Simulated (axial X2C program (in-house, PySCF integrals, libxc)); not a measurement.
## PbO: computed against measured constants

All values were computed with an axial X2C code built on PySCF integrals. Spin-free means the one-electron spin-free X2C Hamiltonian; two-component (2c) means X2C with spin–orbit coupling and atomic mean-field two-electron Coulomb and Gaunt terms, so the difference of the two also holds small scalar two-electron terms. Basis: Pb dyall-cv4z [14s16p11d7f3g], O dyall-av4z [8s7p4d3f2g] (cores contracted in-house); Gaussian nuclei, density fitting, unrestricted open shells. Masses: Pb 207.977 u, O 15.995 u.

```csv
Hamiltonian,level,Re (Å),ωe (cm⁻¹),ωexe (cm⁻¹),De (eV)
spin-free,PBE0,1.900,788.9,2.74,4.74
spin-free,HF,1.864,876.3,2.74,0.946
spin-free,MP2,1.929,735.9,n/a,5.82
spin-free,TPSS,1.929,739.3,2.77,5.27
spin-free,B97-3,1.906,779.6,2.72,4.95
spin-free,LDA,1.908,760.9,2.83,6.68
2c,TPSS,1.929,729.1,2.92,4.30
2c,LDA,1.907,750.9,2.98,5.41
```

De refers to Pb + O.

Correlated methods: 20 electrons correlated (number of frozen shells: Pb 5 s, 4 p, 2 d, 1 f; O 1 s), 402 virtual spin orbitals or spinors in MP2.

Measured (Huber and Herzberg, Constants of Diatomic Molecules, 1979; state 1Σ+): Re (Å) 1.92181, ωe (cm⁻¹) 721, ωexe (cm⁻¹) 3.54.

(1) Work out the error of each level, computed minus measured.

One determinant describes the state; a PBE0 search over occupations chose it and may have missed a lower one. Closed shells are restricted here (equal orbitals for both partners); the stretched side of such a curve lies too high. Dissociation energies refer to the lowest single-determinant-based atoms at the same level and basis. A 2c atom that is not at its ground J level misses part of its spin–orbit lowering, and De is too large by that part (0.04 eV or less for light atoms). This holds for TPSS, LDA. Without a current term, density functionals place determinants with orbital angular momentum somewhat too high. Some points did not converge and are left out. The stretched end of a curve changes character and is left out.

Results:

(1) 

```
Hamiltonian  level  Re (Å)  ωe (cm⁻¹)  ωexe (cm⁻¹)
  spin-free   PBE0  -0.022       67.9        -0.80
  spin-free     HF  -0.058      155.3        -0.80
  spin-free    MP2   0.007       14.9          n/a
  spin-free   TPSS   0.007       18.3        -0.77
  spin-free  B97-3  -0.016       58.6        -0.82
  spin-free    LDA  -0.014       39.9        -0.71
         2c   TPSS   0.007        8.1        -0.62
         2c    LDA  -0.015       29.9        -0.56
```
